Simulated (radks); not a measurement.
Results of a calculation; reference values are marked as such.
Dy+, configuration [Xe] 4f10 6s1 (the NIST ground configuration). Code: a radial shooting solver on a logarithmic mesh with Libxc functionals. Model: Dirac Kohn-Sham, PBE, spin-unpolarised, spherical densities, finite nucleus; open shells fill j = l - 1/2 first; Fermi nuclear charge, rms radius 5.2218 fm.

Radial electron density D(r) = 4 pi r^2 rho(r):

r (bohr)  D(r) (e/bohr)
0.003537          31.17
0.004117          37.68
0.004793          45.00
0.00558           52.96
0.006496          61.30
0.007623          70.03
0.008874          77.72
0.01033           84.15
0.01203           88.67
0.014             90.77
0.0163            90.28
0.01913           87.44
0.02227           83.70
0.02592           80.72
0.03018           80.48
0.03513           84.46
0.04123           93.33
0.048             104.2
0.05588           113.6
0.06505           117.4
0.07573           113.4
0.08816           103.4
0.1035            92.55
0.1204            88.85
0.1402            93.78
0.1632            102.1
0.19              104.0
0.2212            92.99
0.2596            71.18
0.3022            52.63
0.3518            45.77
0.4096            49.58
0.4768            54.55
0.5596            51.98
0.6514            41.85
0.7584            29.83
0.8829            20.75
1.028             15.55
1.197             12.52
1.404             9.748
1.635             6.942
1.903             4.354
2.215             2.443
2.579             1.311
3.002            0.7499
3.523            0.4723
4.102            0.3131
4.775            0.1873
5.559           0.09351
6.472           0.03715
7.534           0.01119
8.841          0.002230
10.29         0.0003311

D(r) has 4 maxima, at r = 0.0147, 0.0651, 0.181, 0.496 bohr, and minima at 0.0283, 0.119, 0.355 bohr, inside which lie 2.01, 11.14, 29.52 electrons.
